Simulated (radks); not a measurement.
The numbers below are computed, except where a source is named.
Problem. Kr3+, 33 electrons, occupied as [Ar] 3d10 4s2 4p3. Level of theory: scalar-relativistic Kohn-Sham, PBE, spin-unpolarised, spherical densities, finite nucleus; Fermi nuclear charge, rms radius 4.1884 fm (a radial shooting solver on a logarithmic mesh with Libxc functionals). Some entries of the table are withheld. Estimate them.

orbital,occ.,eigenvalue (hartree),<r> (bohr),r(max) (bohr)
1s,2,-521.8333,(1),0.02708
2s,2,-70.01979,0.1835,0.1542
2p,6,-62.08543,0.1601,0.1234
3s,2,-11.18641,(2),(3)
3p,6,-8.65843,0.5400,0.4631
3d,10,-4.47408,0.5535,0.4109
4s,2,-2.17199,1.465,1.300
4p,3,-1.59209,1.663,1.450

Solution. 
(1) 1s <r> (bohr): 0.04149
(2) 3s <r> (bohr): 0.5300
(3) 3s r(max) (bohr): 0.4669
